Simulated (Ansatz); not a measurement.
# Calibrating B2PLYP/def2-TZVPP on Al-containing molecules

The atomisation energy (no zero-point term) in kJ/mol of 7 Al-containing molecules: x at B2PLYP/def2-TZVPP, y at CCSD(T)/CBS estimate. Shapes, held fixed at every level: PBE0-D4/def2-TZVP. Flexible molecules stand in one conformer, not always the lowest. Programs: Ansatz 0.2.0.

```
                                                             molecule  x (kJ/mol)  y (kJ/mol)
                                        CH7AlO (SMILES C[OH+][AlH3-])        3102        3151
                                       CH8AlN (SMILES C[NH2+][AlH3-])        3432        3475
                        Al2N2H8 (SMILES [NH2+]1[AlH2-][NH2+][AlH2-]1)        3732        3793
                                     C2H9AlO (SMILES C[O+](C)[AlH3-])        4291        4349
                C2H8Al2F2 (SMILES [CH3][AlH-]1[F+][AlH-]([CH3])[F+]1)        5085           ?
C4H10Al2Cl4 (SMILES C[CH2][Al-]1([Cl])[Cl+][Al-]([Cl])([CH2]C)[Cl+]1)        7355        7486
             C4H12Al2F2 (SMILES C[CH2][AlH-]1[F+][AlH-]([CH2]C)[F+]1)        7485        7589
```

Question: Fit y = c + s·x to the known rows and predict y for C2H8Al2F2.

Answer: 
1. Means of the 6 rows: x = 4899.50, y = 4973.8.
2. Σ(Δx)² = 19832182, Σ(Δx·Δy) = 20165054, so the slope is 20165054/19832182 = 1.0168.
3. Intercept: 4973.8 − (1.0168) × 4899.50 = -8.0. The largest residual of the fit is 15.
4. C2H8Al2F2: -8.0 + 1.0168 × 5085 = 5162 kJ/mol.

CCSD(T)/CBS estimate gives 5165 kJ/mol, so the prediction is off by -3 kJ/mol, within the largest residual. Uncorrected, B2PLYP/def2-TZVPP misses C2H8Al2F2 by -80 kJ/mol, and the other rows by 74 on average. The line removes about 95 % of this miss, partly by chance. Left out in turn, the other rows are missed by 15 kJ/mol on average, so much of the error is systematic among these molecules. The CBS estimate extrapolates MP2 from def2-TZVPP and def2-QZVPP and adds CCSD(T) − MP2 in the triple-zeta set, cores frozen.
